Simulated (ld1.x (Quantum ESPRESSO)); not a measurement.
## What one change does to a pseudopotential (beryllium (Be), TM)

* Element: Be
* Generator: ld1.x (Quantum ESPRESSO) 7.5
* Type: norm-conserving Troullier–Martins (Kleinman–Bylander form)
* Functional: LDA (PZ)
* Relativity: scalar-relativistic
* Frozen core: [He]
* Valence charge: 2
* Reference configuration: 2s2 2p0
* Partial waves: 2s (bound): rc 2.05 bohr; 2p (bound, empty): rc 4.20 bohr; 3d channel at 0.05 Ry: rc 3.90 bohr
* Local potential: all-electron potential smoothed inside 2.45 bohr (lloc = -1)
* Core correction: none

All-electron outer shells of the reference configuration (LDA (PZ), scalar-relativistic, ld1.x):

| shell | level (eV) | outermost node (bohr) | outermost maximum (bohr) |
| --- | --- | --- | --- |
| 1s | -104.93 | – | 0.27 |
| 2s | -5.61 | 0.60 | 2.04 |
| 2p | -2.10 | – | 2.28 |

Change: core correction a·sin(br)/r model core inside 1.14 bohr.

Cutoffs: the cutoffs (Ry, on a coarse ladder) from which the occupation-weighted sum of valence levels, in a spherical-Bessel basis at the reference potential, stays within 10 and 1 mRy of its value at 400 Ry; they do not see the model core or the augmentation charge, which bear on the density cutoff. Errors are all-electron minus pseudo energies relative to the spin-unpolarised reference configuration.

Question: How do hardness, ghosts and transferability respond?

Answer: The potential gets neither clearly harder nor softer (8 Ry and 21 Ry → 8 Ry and 21 Ry); of the 7 tests that both files solve, the error grows in 3 and shrinks in 4 by more than 15 % and 0.3 meV (median size 18.5 → 10.1 meV); neither file shows a bound ghost. A model core, the more so a compact one, raises the density cutoff, which this test does not measure.

| quantity | base | changed |
| --- | --- | --- |
| cutoff, loose | 8 Ry | 8 Ry |
| cutoff, tight | 21 Ry | 21 Ry |
| bound ghosts | none | none |
| error for 2s1 2p0, meV [ΔE 9.52 eV] | +19 | +7.2 |
| error for 2s1.5 2p0, meV [ΔE 3.75 eV] | +2.8 | +1.3 |
| error for 2s1 2p1, meV [ΔE 3.52 eV] | -17 | -20 |
| error for 2s0 2p2, meV [ΔE 7.07 eV] | -64 | -82 |
| error for 2s0 2p1, meV [ΔE 13.33 eV] | -150 | -187 |
| error for 2s1 2p0 (spin-polarised), meV [ΔE 9.04 eV] | +71 | +10 |
| error for 2s1.5 2p0 (spin-polarised), meV [ΔE 3.67 eV] | +8.7 | +2.1 |
| s: phases at 4.57 bohr within 0.05 rad from the reference energy up to (Ry; the scan ends near 5) | 2.3 | 2.3 |
| p: phases at 4.57 bohr within 0.05 rad from the reference energy up to (Ry; the scan ends near 5) | 0.4 | 0.4 |
| d: phases at 4.57 bohr within 0.05 rad from the reference energy up to (Ry; the scan ends near 5) | 1.7 | 1.7 |
